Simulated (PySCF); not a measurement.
# Unknown compound

An unknown has the formula C$_{7}$H$_{11}$ClSi$_{2}$. Its calculated NMR data are:

1H NMR (300 MHz, computed): δ 5.29 (m, 1H), 5.26 (m, 1H), 4.74 (m, 1H), 1.94 (d, 1H), 1.37 (m, 3H), 1.22 (m, 1H), 1.22 (m, 3H).

13C{1H} NMR (computed): δ 118.0 (C), 115.2 (C), 104.1 (CH), 86.5 (C), 20.5 (CH), 19.7 (CH3), 19.5 (CH3).

PySCF 2.14.0 with density-fitted response routines calculation with σ from GIAO-PBE0/pcSseg-1 and GFN2-xTB structure; a single conformation, one averaged value for each set of equivalent atoms, non-relativistic Hamiltonian, gas phase.

Chemical shifts δ = σref − σ; 1H, 13C vs TMS, all at this level.

**Question.** Which candidate is it?
A. C#C[SiH2][C@@]1(Cl)[C@@H]2C[SiH2][C@H]1C2
B. C#C[Si@@H](C#C[SiH2]Cl)C(C)C
C. ClC1=C[Si@@H](C2CC2)C=C[SiH2]1
D. C=CC1=C[SiH2]C/C(=C\Cl)[SiH2]1
E. C=CC1=C[SiH2]C/C(=C/Cl)[SiH2]1

**Answer.** B. 

- Rings plus π bonds: 4 (no ring in the answer).
- 7 carbon signals for 7 carbons: no two carbons are equivalent.
- Carbon types of the structure: 3 × C, 2 × CH, 2 × CH3, leaving 3 H on heteroatoms.
- δC 118.0, 115.2, 86.5: alkyne carbon.
- δC 104.1: terminal alkyne carbon; the triple bond shields along its axis, which puts it between sp3 and sp2 carbons.
- δC 19.7, 19.5: methyl carbon; aliphatic region, no heteroatom directly attached.
- δH 5.29, 5.26: hydrogen on a silicon bonded to C, Cl.
- δH 1.94: hydrogen on a terminal alkyne carbon; it lies on the axis of the triple bond, in its shielding cone.

The others: C=CC1=C[SiH2]C/C(=C/Cl)[SiH2]1 would give 8 signals for carbon-bound and other non-exchanging H, not 7; C#C[SiH2][C@@]1(Cl)[C@@H]2C[SiH2][C@H]1C2 would give 11 signals for carbon-bound and other non-exchanging H, not 7; ClC1=C[Si@@H](C2CC2)C=C[SiH2]1 would give 11 signals for carbon-bound and other non-exchanging H, not 7; C=CC1=C[SiH2]C/C(=C\Cl)[SiH2]1 would give 8 signals for carbon-bound and other non-exchanging H, not 7.

Shifts are as computed. Against solution values, carbons near 30 ppm lie about +3 ppm off and those near 130 ppm about +5 ppm. Of 1211 compounds with measured shifts, 218 miss one by over three times the rms of a fit or turn the order of signals round; such compounds aren't used in these exercises. Multiplicities follow the n + 1 count of equivalent neighbours, as no J values were calculated; m marks all less simple cases, F and P coupling included.
